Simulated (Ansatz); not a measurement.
`C[NH][Al]([Cl])[Cl]` → `[CH2]` (triplet) + `[NH2][Al]([Cl])[Cl]` at 400 K and 1 bar (formal loss of a carbene).

Computed with Ansatz on PBE0-D4/def2-TZVP structures; ΔE is electronic, products minus reactants. CCSD(T)/CBS adds triple-zeta CCSD(T) − MP2 to the extrapolated MP2 energy (def2 sets, frozen cores). This one scheme is used for every species. Triplets are unrestricted, without spin–orbit coupling. Each species was taken in one conformer, which may not be the lowest.

| species | CCSD(T)/CBS energy (Eh) | H − E (kJ/mol) | S (J/(mol·K)) |
| --- | --- | --- | --- |
| `C[NH][Al]([Cl])[Cl]` | -1256.91293 | 185.2 | 395.2 |
| `[CH2]` (triplet) | -39.09499 | 59.0 | 205.7 |
| `[NH2][Al]([Cl])[Cl]` | -1217.66844 | 103.6 | 349.3 |

H − E and S are ideal-gas, rigid-rotor, harmonic terms from PBE0-D4/def2-TZVP, for one conformer and one mirror image of each species, with the whole ground term of open shells counted as degenerate. 1 Eh = 2625.50 kJ/mol, R = 8.31446 J/(mol·K).

Q: By hand: ΔE, ΔH, ΔS and ΔG.

A: ΔE = (-39.09499) + (-1217.66844) − (-1256.91293) = 0.14950 Eh = 392.5 kJ/mol. Δ(H − E) = 59.0 + 103.6 − 185.2 = -22.6, so ΔH = 369.9 kJ/mol. ΔS = 205.7 + 349.3 − 395.2 = 159.8 J/(mol·K). ΔG = 369.9 − 400 × (159.8)/1000 = 306.0 kJ/mol.

Q: By hand: the equilibrium constant, and the temperature at which ΔG would vanish if ΔH and ΔS stayed fixed.

A: log₁₀ K = −ΔG/(RT ln 10) = -40.0. ΔG = 0 at ΔH/ΔS = 2315 K.

The number of gas molecules changes by +1, which sets the sign of ΔS. A doubt of 5 kJ/mol in ΔE shifts log₁₀ K by 0.7 here. Other conformers and mirror images would add mixing entropy, several J/(mol·K) or more a flexible species. A triplet takes part, so the spin changes. These are equilibria of isolated gas molecules and say nothing of rates. Largest T1 diagnostic: 0.011 (customary marks: 0.02 for closed shells, 0.045 for open ones).
